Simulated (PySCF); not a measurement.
# As(2+): ionisation energy

As(2+) [Ar] 3d10 4s2 4p1 (2P) → As(3+) [Ar] 3d10 4s2 (1S), as a difference of total energies. Calculation: PySCF 2.14, in x2c-TZVPall (6s5p4d1f, 48 functions); scalar relativity by spin-free X2C-1e. Correlated levels: valence: [Ar] 3d10 frozen. The calculations carry no spin-orbit coupling.

```csv
method,ionisation energy (eV)
UHF,27.391
PBE0,28.042
MN15,28.122
MP2 (valence),27.653
SCS-MP2 (valence),27.645
CCSD (valence),27.739
CCSD(T) (valence),27.758
```

Question: How much does correlation contribute at CCSD(T) (valence)?

Answer: 27.758 − (27.391) = 0.367 eV, measured against UHF.

The reference lies between the lowest fine-structure levels, while these numbers refer to the centres of the terms.

Errors of the correlated levels include the incompleteness of this basis and the frozen core.

For comparison: 28.349 ± 0.012 eV (measured; NIST Atomic Spectra Database, ionization energies).
